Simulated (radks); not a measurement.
Fractional charge and spin in the 6s shell of samarium: the spin-up occupation runs from 0 to 1 and the spin-down occupation from 0 to 1; the fullest corner is Sm, [Xe] 4f(up 3, down 3) 6s(up 1, down 1). Method: scalar-relativistic Kohn-Sham, BLYP, spin-polarised, spherical densities, finite nucleus; Fermi nuclear charge, rms radius of each element as measured or else 0.836 A^(1/3) + 0.57 fm; computed with a radial shooting solver on a logarithmic mesh with Libxc functionals. Energy (eV) minus the two flat planes that join the four corners (they meet along the diagonal where the two added fractions sum to one electron); zero is where a piecewise linear energy would lie.

down \ up       0     0.5       1
0           0.000  -0.667   0.000
0.5        -0.667   0.117  -0.594
1           0.000  -0.594   0.000

Corners above the fullest one (they belong to Sm+ and the next ion): (up 1, down 0) 5.771 eV, (up 0, down 1) 5.771 eV, (up 0, down 0) 17.094 eV. With half an added electron in each spin the energy lies 0.117 eV from the planes, and with half an added electron in spin up alone -0.667 eV. The planes are only a guide here: the flat-plane condition holds for ground states with one frontier orbital, while this shell lies below other occupied shells, so the corners above the fullest one are inner-hole states and not the ground states of those ions.
